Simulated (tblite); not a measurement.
`N[Si@@H]1CC=N1`. The geometry is computed with GFN2-xTB (gas phase).

```
atom  x, y, z in Å
N1     2.0012   -0.0868   -0.0203
Si2    0.4011   -0.6359   -0.3333
C3    -0.9356    0.7467   -0.4680
C4    -1.4730    0.0434    0.7337
N5    -0.7116   -0.9311    1.0501
H6     2.1670    0.4474    0.8181
H7     2.7600   -0.7291   -0.1717
H8     0.4233   -1.6689   -1.3519
H9    -1.6218    0.7584   -1.3120
H10   -0.6342    1.7706   -0.2590
H11   -2.3710    0.2880    1.2885
```

What is the longest distance between nuclei?

H7···H11, 5.43 Å; the next longest distance is 4.77 Å.

Work out the bond lengths N1–H7, Si2–C3, Si2–N5, C3–H9, C3–H10, C4=N5, C4–H11 in pm.

For N1–H7 the difference vector is (0.7588, -0.6423, -0.1514) Å, of length 1.0056 Å. N1–H7 100.6; Si2–C3 192.8; Si2–N5 180.0; C3–H9 108.8; C3–H10 108.8; C4=N5 127.7; C4–H11 108.4 pm.

What are the angles Si2–N1–H6, C3–Si2–H8, Si2–C3–H10, H9–C3–H10?

From the scalar product of the two bond vectors; for Si2–N1–H6 it is -0.8210 Å² over 1.7204 × 1.0079 Å², cos θ = -0.4735. Si2–N1–H6 118.3°; C3–Si2–H8 118.2°; Si2–C3–H10 118.0°; H9–C3–H10 108.3°.

How far are the heavy atoms from their best plane (unweighted least squares)?

0.321 Å rms; N1 0.35, Si2 0.57, C3 0.02, C4 0.26, N5 0.01 Å (magnitudes).

Where is the centre of mass (commonest isotopes), and what is the radius of gyration?

Mass 86.030 u; centre at (0.013, -0.252, 0.085) Å; Rg = √(Σ m r²/M) = 1.489 Å. As Ia + Ib + Ic = 2 Σ m r², the three principal moments sum to 381.5 u·Å².

Give the dihedral angles N1–Si2–C3–H9, C3–C4–N5–Si2, C3–Si2–N5–C4, H8–Si2–C3–H9.

N1–Si2–C3–H9 131° (anticlinal); C3–C4–N5–Si2 -2° (synperiplanar); C3–Si2–N5–C4 1° (synperiplanar); H8–Si2–C3–H9 -2° (synperiplanar). Dihedral signs follow IUPAC: positive where, seen along the central bond, the front bond turns clockwise onto the rear one.

How far apart are these pairs, which share no bond: Si2···H6, C3···H6, C4···H7, H6···H9?

Si2···H6 2.370 Å (2 bonds apart); C3···H6 3.372 Å (3 bonds apart); C4···H7 4.397 Å (4 bonds apart); H6···H9 4.358 Å (4 bonds apart).

What is the repulsion energy of the bare nuclei, Σ ZA·ZB/RAB?

223.21 Eh over 55 pairs, with full nuclear charges and distances in bohr; the largest single term is 30.14 Eh (N1 with Si2).

Write the matrix of distances between heavy atoms (Å, lower triangle).

```
N1    0.000
Si2   1.720  0.000
C3    3.085  1.928  0.000
C4    3.557  2.261  1.492  0.000
N5    3.036  1.800  2.274  1.277  0.000
```

Its GFN2-xTB frequencies are all real (lowest 100 cm⁻¹). The numbers are those of one conformer.
